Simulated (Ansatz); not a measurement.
Diatomic SiS, closed-shell singlet (the spin of the measured ground state).

```
level                                          bond energy D_e (eV)
---------------------------------------------  --------------------
SVWN5/def2-TZVPP                                              7.359
PBE/def2-TZVPP                                                6.485
r2SCAN/def2-TZVPP                                             6.312
B97M-V/def2-TZVPP                                             6.572
B3LYP/def2-TZVPP                                              6.167
PBE0/def2-TZVPP                                               6.199
BHLYP/def2-TZVPP                                              5.812
CAM-B3LYP/def2-TZVPP                                          6.078
wB97X-V/def2-TZVPP                                            6.323
wB97M-V/def2-TZVPP                                            6.475
B2PLYP/def2-TZVPP                                             6.223
CCSD/aug-cc-pV(T+d)Z                                          5.763
CCSD/def2-TZVPP                                               5.744
CCSD/aug-cc-pV(Q+d)Z                                          5.946
CCSD/def2-QZVPP                                               5.922
CCSD(T)/aug-cc-pV(T+d)Z                                       6.061
CCSD(T)/def2-TZVPP                                            6.035
CCSD(T)/aug-cc-pV(Q+d)Z                                       6.253
CCSD(T)/def2-QZVPP                                            6.227
CCSD(T)/CBS(aug-cc-pV(T+d)Z, aug-cc-pV(Q+d)Z)                 6.383
CCSD(T)/CBS(def2-TZVPP, def2-QZVPP)                           6.363
```

The rows run from 5.744 (CCSD/def2-TZVPP) to 7.359 eV (SVWN5/def2-TZVPP). From def2-TZVPP to def2-QZVPP CCSD(T) changes by 0.192. The 11 functionals in def2-TZVPP without D3 or D4 span 1.547, from BHLYP to SVWN5.

D_e counts from the fitted minimum to each atom's lowest state at the same level, without counterpoise. The singlet is restricted.

Correlated levels freeze the cores. CBS(a, b) extrapolates the correlation energy as X⁻³ and adds the Hartree–Fock energy of set b.

The values were computed with Ansatz (Gaussian basis) for Hartree–Fock, density functionals and correlated methods. Values without a source in brackets are computed.

Ansatz is an electronic-structure program.
